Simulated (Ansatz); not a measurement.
Total energies of In₁₁As₁₁H₂₈, a nanocrystal cut from wurtzite InAs (hydrogen-capped) from Ansatz at PBE-D4/def2-TZVP, gas phase (1 Eh = 27.2114 eV = 2625.5 kJ/mol). The reference geometry is relaxed at PBE-D4/def2-SVP.

Cartesian coordinates in Å:
```
In -0.830 4.497 1.987
As 1.919 4.452 2.184
In -3.644 1.806 0.925
As -4.104 0.886 -1.594
As -1.033 1.966 1.059
In -0.008 1.642 -1.388
In 3.494 2.359 1.545
As 2.651 1.728 -0.912
In -2.891 -1.270 -2.725
As -0.342 -0.854 -2.283
In 0.574 -1.231 -4.799
In 4.157 -0.351 -1.659
As 3.226 -0.886 -4.134
As -4.297 -0.514 2.215
In -0.196 0.237 2.895
As 2.471 0.310 2.898
In -3.101 -2.922 1.825
As -3.669 -3.078 -0.827
As -0.584 -2.164 1.708
In 0.538 -2.779 -0.677
In 3.727 -2.088 2.532
As 3.092 -2.241 -0.120
H -1.182 5.616 0.702
H -1.393 4.514 3.634
H 2.534 5.644 1.451
H 2.361 4.888 3.581
H -4.779 3.051 1.364
H -3.719 2.054 -2.498
H -5.599 0.908 -1.921
H -0.551 2.855 -2.523
H 5.197 2.682 1.712
H 3.168 2.879 -1.778
H -3.622 -1.681 -4.250
H 0.163 0.147 -5.777
H 0.427 -2.923 -5.179
H 5.880 -0.113 -1.591
H 3.879 0.162 -5.035
H 4.060 -2.063 -4.641
H -5.816 -0.681 2.275
H -4.107 -0.213 3.699
H -1.019 0.322 4.434
H 2.777 0.695 4.349
H -3.789 -4.209 2.766
H -5.134 -3.466 -1.032
H -3.082 -4.412 -1.282
H 0.058 -3.161 2.679
H 0.131 -4.406 -1.165
H 5.439 -1.800 2.640
H 2.768 -3.291 3.353
H 3.801 -3.503 -0.621
```

| state | geometry | energy (Eh) |
| --- | --- | --- |
| charge 0 singlet | reference | -26699.88273 |
| charge 1 doublet | reference | -26699.62431 |
| charge -1 doublet | reference | -26699.93388 |
| free In atom (doublet) | – | -190.11735 |
| free As atom (quartet) | – | -2235.47024 |
| free H atom (doublet) | – | -0.49962 |

In the def2 sets In takes a core potential; there is no spin–orbit coupling. Single mean-field runs in def2-TZVP are fitted with def2-universal-jkfit.

Problem. Work out the vertical ionisation energy to the doublet.

Solution. E(charge 1 doublet) − E(charge 0 singlet) = -26699.62431 − (-26699.88273) = 0.25842 Eh = 7.03 eV. For comparison, −ε of the highest occupied level is 5.64 eV at this level, 1.39 eV less.

Problem. Work out the vertical electron affinity, to the doublet.

Solution. E(charge 0 singlet) − E(charge -1 doublet) = -26699.88273 − (-26699.93388) = 0.05115 Eh = 1.39 eV. The basis lacks diffuse functions, which makes affinities too small.

Problem. Give the fundamental gap IE − EA, the Mulliken electronegativity (IE + EA)/2 and the hardness (IE − EA)/2.

Solution. From the values in Eh: IE − EA = 0.25842 − 0.05115 = 0.20727 Eh = 5.64 eV; (IE + EA)/2 = 4.21 eV; (IE − EA)/2 = 2.82 eV. The HOMO–LUMO gap of the same run is 3.07 eV, 2.57 eV smaller than the fundamental gap.

Problem. What is the binding energy per atom against free atoms?

Solution. Atoms: 11 × (-190.11735) + 11 × (-2235.47024) + 28 × (-0.49962) = -26695.45285 Eh. Binding: -26695.45285 − (-26699.88273) = 4.42988 Eh = 120.54 eV, or 2.41 eV for each of 50 atoms (no zero-point energy, no counterpoise term).

At PBE-D4/def2-TZVP the gap within one spin of the charge 1 doublet nearly closes, so an electron or hole may be smeared out by delocalisation error. At PBE-D4/def2-TZVP the gap within one spin of the charge -1 doublet nearly closes, so an electron or hole may be smeared out by delocalisation error.
